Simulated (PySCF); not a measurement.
# C₆ coefficients of unlike pairs at revPBE

Calculated with PySCF 2.14 from the dipole response of each species, C₆(A,B) = (3/π) ∫ α_A(iu) α_B(iu) du, in atomic units, from isotropic polarisabilities. For ions this is the dispersion term alone; charge-induced terms of lower order in 1/R come first.

```csv
species,configuration,basis,relativity,α (bohr³),C₆ (like pair)
Sb³⁺,[Kr] 4d10 5s2 (1S),"aug-cc-pwCVTZ-DK3 with one added diffuse shell each of s, p, d, f type (11s10p8d5f1g)",spin-free X2C,10.45,50.16
Zn³⁺,[Ar] 3d9 (2D),aug-cc-pVTZ-DK (8s7p5d3f2g),spin-free X2C,1.555,3.566
Xe,[Xe] (1S),dyall-av2z (22s16p12d),none,26.75,283.6
Al³⁺,[Ne] (1S),aug-cc-pwCVDZ (6s5p3d),none,0.2444,0.2194
```

Estimate C₆ for Xe with Zn³⁺.

The integral gives 25.74. The combination rule 2 C_A C_B / (C_A α_B/α_A + C_B α_A/α_B) gives 25.99 and the geometric mean 31.80.

No spin-orbit coupling is included.

The other pairs:

```tsv
pair	C₆
Al³⁺, Sb³⁺	2.468
Al³⁺, Zn³⁺	0.8370
Al³⁺, Xe	4.818
Xe, Sb³⁺	117.2
Zn³⁺, Sb³⁺	12.06
```
